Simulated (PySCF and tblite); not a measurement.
Values are calculated unless marked as measured or tabulated.
Rotation: stationary points, barriers and rates

System: C₃H₆BFO, numbered as in [CH2:1]=[CH:2][B:3]([F:4])[O:5][CH3:6].

Motion: rotation about the B3–C2 bond (torsion F4–B3–C2–C1 from 179° to 361°, rising). Geometries: PBE0-D3(BJ)/def2-SVP; energies: CAM-B3LYP/pcSseg-1 + D3(BJ); zero-point and thermal terms from GFN2-xTB harmonic modes (soft modes blended into free rotors). Rate constants are transition-state-theory values, counting equivalent paths, without tunnelling. (PySCF 2.14 with density fitting, tblite 0.8.)

```csv
point,symmetry,E(GFN2) kcal/mol,E(DFT) kcal/mol,ZPE change kcal/mol,lowest mode cm⁻¹,dipole D
start,Cs,0.0,0.0,0.00,72,1.12
saddle,C1,2.5,5.0,-0.20,83i,1.14
end,Cs,-0.2,-0.3,0.03,71,0.75
```

| Item | Value |
| --- | --- |
| Electronic barrier | 5.0 kcal/mol |
| Barrier with zero-point energy | 4.8 kcal/mol |
| ΔH‡ (298 K) | 4.4 kcal/mol |
| ΔS‡ (298 K, symmetry apart) | -3.1 cal/(mol K) |
| Paths | 2 equivalent paths |
| End point | a different minimum |
| Mean lifetime of the start against this motion at 298 K | 620 ps |
| Cost | 120 s on 1 thread of Intel Xeon 6975P-C (shared host) (rough), peak memory 0.68 GiB, launched as `OMP_NUM_THREADS=1 python ens_run.py task.json out` |

| T/K | ΔG‡ kcal/mol | k s⁻¹ | ΔG kcal/mol | k back s⁻¹ |
| --- | --- | --- | --- | --- |
| 150 | 5.0 | 3.2×10⁵ | -0.3 | 1.3×10⁵ |
| 200 | 5.1 | 2.3×10⁷ | -0.2 | 1.2×10⁷ |
| 250 | 5.2 | 3×10⁸ | -0.2 | 1.9×10⁸ |
| 298 | 5.3 | 1.6×10⁹ | -0.2 | 1.1×10⁹ |
| 350 | 5.4 | 5.9×10⁹ | -0.2 | 4.4×10⁹ |
| 400 | 5.6 | 1.5×10¹⁰ | -0.2 | 1.2×10¹⁰ |
| 500 | 5.8 | 5.8×10¹⁰ | -0.2 | 5×10¹⁰ |

ΔG and ΔG‡ leave out symmetry numbers and mirror images; rates count paths: 2 out, 2 back.
